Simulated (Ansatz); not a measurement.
Computed with Ansatz on PBE0-D4/def2-TZVP structures; ΔE is electronic, products minus reactants. CCSD(T)/CBS is the MP2 limit (def2-TZVPP, def2-QZVPP) plus CCSD(T) − MP2 in def2-TZVPP, frozen cores. Functionals use def2-TZVPP. One conformer a species, not always the lowest.

`N[SiH2]CCF` + `OCF` → `FCOCF` + `C[SiH2]N`  (substitution at a C–C bond)

```json
{"level": "PBE-D4", "ΔE (eV)": "0.06"}
{"level": "r2SCAN-D4", "ΔE (eV)": "0.02"}
{"level": "ωB97X-V", "ΔE (eV)": "0.03"}
{"level": "PBE", "ΔE (eV)": "0.05"}
{"level": "r2SCAN", "ΔE (eV)": "0.02"}
{"level": "MP2/def2-TZVPP", "ΔE (eV)": "0.08"}
{"level": "CCSD(T)/def2-TZVPP", "ΔE (eV)": "0.05"}
{"level": "SCS-MP2/def2-QZVPP", "ΔE (eV)": "0.08"}
```

(1) What does CCSD(T)/CBS give? (An estimate is asked.)

Largest T1 diagnostic among the species: 0.012.

Results:

(1) Ansatz gave: +0.08 eV. The listed levels differ from it by -0.02, -0.06, -0.05, -0.03, -0.06, 0.00, -0.03, 0.00 eV.

In def2-TZVPP, CCSD(T) changes the Hartree–Fock value by +0.08 eV (the triples alone add −0.00 eV) and MP2 by +0.11 eV.
